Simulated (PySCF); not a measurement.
SMILES c1scc([SiH2]c2ccccc2)c1 (C10H10SSi) (GFN2-xTB optimised geometry):

```
22

C     -3.162     0.012    -0.012
C     -2.478    -1.191    -0.008
C     -1.095    -1.201    -0.001
C     -0.365    -0.017     0.000
Si     1.521    -0.017     0.000
C      2.109     0.956    -1.497
C      3.455     1.368    -1.698
C      3.642     2.051    -2.852
S      2.179     2.219    -3.743
C      1.320     1.353    -2.532
C     -1.071     1.183     0.000
C     -2.453     1.203    -0.007
H     -4.242     0.024    -0.019
H     -3.025    -2.123    -0.010
H     -0.569    -2.146     0.002
H      2.027     0.634     1.217
H      2.022    -1.396    -0.075
H      4.242     1.155    -0.997
H      4.546     2.472    -3.244
H      0.267     1.189    -2.656
H     -0.525     2.117     0.003
H     -2.981     2.146    -0.009
```

Level of theory: PBE0/def2-SVP run with PySCF.

Task: What are the frontier orbital energies and the dipole moment?

Result: HOMO-2 -7.42 eV, HOMO-1 -7.23 eV, HOMO -6.92 eV, LUMO -0.56 eV, LUMO+1 -0.39 eV; dipole moment 0.47 D.

Meta-Löwdin charges at PBE0/def2-SVP: C1 -0.10, C2 -0.11, C3 -0.10, C4 -0.22, Si5 0.61, C6 -0.25, C7 -0.13, C8 -0.24, S9 0.26, C10 -0.22, C11 -0.10, C12 -0.11, H13 0.11, H14 0.11, H15 0.10, H16 -0.10, H17 -0.10, H18 0.11, H19 0.13, H20 0.13, H21 0.10, H22 0.11.
